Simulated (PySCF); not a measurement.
Correlation energy of Ni⁺ (nickel, charge +1)

[Ar] 3d8 4s1, high-spin 4F determinant (an excited configuration). Calculation: PySCF 2.14, in def2-TZVPPD (6s6p4d2f1g, 67 functions); the non-relativistic Hamiltonian (point nucleus). Frozen: [Ne]; 17 electrons correlated.

| level | correlation energy (mhartree) |
| --- | --- |
| CCSD | -577.00 |
| (T) | -11.04 |
| CCSD(T) | -588.04 |

Diagnostics: T1 = 0.011, D1 = 0.0330, largest double amplitude 0.019.

Cost of the coupled-cluster step: about 30 core-seconds, for 17 correlated electrons.

This basis was not built for core-valence correlation, so the inner-shell part is incomplete.
